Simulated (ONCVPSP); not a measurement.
**barium: excitation energies, all-electron against ONCV**

ONCVPSP 4.0.1 input, shortened (lines: element, Z, core and valence counts, functional; n l f; lmax; l rc ep ncon nbas qcut; lloc lpopt rc5 dvloc0; l nproj debl; icmod fcfact rcfact), PBE, fully relativistic:

```
  Ba 56.00    9    3        4      upf
    1    0    2.00
    2    0    2.00
    2    1    6.00
    3    0    2.00
    3    1    6.00
    3    2   10.00
    4    0    2.00
    4    1    6.00
    4    2   10.00
    5    0    2.00
    5    1    6.00
    6    0    2.00
    2
    0    2.70    0.00    4    8    4.10
    1    2.40    0.00    4    7    6.80
    2    2.15    0.02    4    7    4.60
    2    5    2.15    0.00
    0    3    1.10
    1    2    2.30
    2    0    1.60
    0    0.00    0.00
```

Open shells are filled in proportion to 2j + 1.

In the d channel the program set the typed energies aside and used 0.050 Ha (j = l + 1/2; the other j can differ).

Energies are relative to the spin-unpolarised reference configuration 5s2 5p6 6s2; without spin polarisation the order of configurations can differ from experiment. The d channel is local and has no spin–orbit splitting in the pseudo-atom.

```
valence configuration  charge  ΔE all-electron (eV)  error AE − PS (meV)
        5s2 5p6 6s1.5    +0.5                 2.136                  0.0
  5s2 5p6 5d0.5 6s1.5       0                 0.639                 -0.7
```

(1) What are ΔE and the potential's error for 5s2 5p6 6s1?

(2) What are ΔE and the potential's error for 5s2 5p6 6s0?

Levels in the configuration 5s2 5p6 5d0.5 6s1.5:

```tsv
level	all-electron (eV)	pseudo (eV)
5s j=1/2	-32.949	-32.967
5p j=3/2	-17.475	-17.477
5p j=1/2	-19.528	-19.532
6s j=1/2	-2.990	-2.991
5d j=5/2	-1.606	-1.649
5d j=3/2	-1.718	-1.649
```

Answers

(1) ΔE = 5.361 eV all-electron; the error (AE − PS) is -0.1 meV.

(2) ΔE = 15.340 eV all-electron; the error (AE − PS) is -0.9 meV.
